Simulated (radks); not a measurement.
Question: Radial electron density D(r) = 4 pi r^2 rho(r) of an atom or ion with 3 electrons. Calculated with a radial shooting solver on a logarithmic mesh with Libxc functionals: scalar-relativistic Kohn-Sham, PBE, spin-polarised, spherical densities, finite nucleus; Fermi nuclear charge, rms radius of each element as measured or else 0.836 A^(1/3) + 0.57 fm.

```
   r/bohr * D(r) (the largest magnitude, 2.8, reaches the edge; | marks zero)
  0.04994 |     *
  0.06248 |        *
  0.07754 |            *
  0.09701 |                 *
   0.1204 |                       *
   0.1506 |                               *
   0.1869 |                                       *
   0.2339 |                                              *
   0.2903 |                                                    *
   0.3631 |                                                      *
   0.4507 |                                                   *
   0.5638 |                                            *
   0.6998 |                                 *
   0.8755 |                     *
    1.087 |           *
    1.359 |     *
    1.687 |   *
    2.111 |   *
     2.62 |   *
    3.277 |    *
    4.068 |   *
    5.089 |  *
    6.316 | *
    7.901 |*
    9.806 *
    12.27 *
    15.23 *
```

What is the nuclear charge?

Answer: Z = 3. The innermost maximum, from 1s, lies near gamma/Z bohr with gamma = sqrt(1 - (Z/c)^2) = 1.000, here 0.333 bohr (found: 0.360), and its height grows with Z. The density is that of neutral lithium in [He] 2s0.5 2p0.5; the configuration itself is not fixed sharply by these data. D(r) has 2 maxima, at r = 0.360, 3.25 bohr, and minima at 1.89 bohr, inside which lie 2.06 electrons.
